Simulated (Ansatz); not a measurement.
System: CH7FNSi2, charge 0, multiplicity 2. It need not be the lowest isomer of its formula. SMILES: C[Si@H](F)N[SiH2]
Coordinates optimised at B3LYP-D3(BJ)/def2-TZVP (Ansatz, an electronic-structure program):
```
Si
F 1 1.6114
N 1 1.7228 2 110.56
H 3 1.0133 1 114.30 2 73.78
Si 3 1.7389 4 113.70 1 170.33
H 1 1.4771 2 105.13 3 116.71
H 5 1.4874 3 107.95 4 157.54
H 5 1.4906 7 110.30 3 117.91
C 1 1.8525 6 113.68 2 -117.80
H 9 1.0913 1 111.16 6 -62.96
H 9 1.0915 10 108.12 1 122.57
H 9 1.0917 10 108.33 11 116.59
```
Charge 0, spin multiplicity 2.

Wanted: atomisation energy (electronic, to ground-state atoms), in kJ/mol. Valence correlation only, unless marked. Open shells are spin-unrestricted. No spin-orbit coupling. No relativistic terms. The coupled-cluster limit lacks core correlation, which all-electron functionals hold. Basis-set limits of correlation are two-point, X^-3; Hartree-Fock from the larger set. The bracket is a focal-point correction in the basis named.

```
level                            program  atomisation energy (kJ/mol)
------------------------  --------------  ---------------------------
HF/6-31G*                         Ansatz                       3070.7
revPBE-D3(BJ)/def2-TZVPD  Ansatz + dftd3                       4172.7
```

Question: Estimate the value at RI-MP2/CBS(cc-pV(T+d)Z,cc-pV(Q+d)Z)+[CCSD(T)-MP2]/cc-pV(T+d)Z as computed with Ansatz.

Answer: 4257.9 kJ/mol
